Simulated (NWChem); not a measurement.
C₃H₇BO; SMILES OB1CCC1

```xyz
12

O      0.0695    -1.9600     0.0905
B      0.0162    -0.6167    -0.0829
C      1.1587     0.4823    -0.1195
C      0.0073     1.4982     0.2023
C     -1.1424     0.4787    -0.1216
H     -0.8172    -2.3499     0.1407
H      1.9963     0.4356     0.5847
H      1.5725     0.6447    -1.1233
H      0.0030     2.4192    -0.3907
H      0.0041     1.7768     1.2613
H     -1.9859     0.4417     0.5783
H     -1.5510     0.6410    -1.1280
```
Atoms are numbered in this order, from 1.

Computed with NWChem. Geometry: optimised at B3LYP/6-31G* (spherical d). Hybrids' shares of exact exchange are those that their runs print; pure functionals count as 0. The functionals differ in more than this share.

| row | share of exact exchange | orbital gap (eV) |
|---|---|---|
| PBE/def2-TZVP | 0.00 | 5.75 |
| BLYP/def2-TZVP | 0.00 | 5.80 |
| TPSSh/def2-TZVP | 0.10 | withheld |
| B3LYP/def2-TZVP | 0.20 | 7.72 |
| Hartree-Fock/def2-TZVP | 1.00 | 14.44 |

**Question.** Fit a straight line of the last column on the one before it, predict the withheld value, and compare with the run.

**Answer.** 
1. Means of the 4 shown rows: x = 0.300, y = 8.428. Slope Σ(x − x̄)(y − ȳ)/Σ(x − x̄)² = 5.871/0.6800 = 8.634; intercept 5.837.
2. The shown rows scatter about the line by 0.093 (root mean square); the largest residual is +0.16, at B3LYP/def2-TZVP.
3. At x = 0.10 (TPSSh/def2-TZVP; inside the shown range) the line gives 6.70.
4. The run gives 6.96, +0.26 from the line, 2.8 times the scatter.
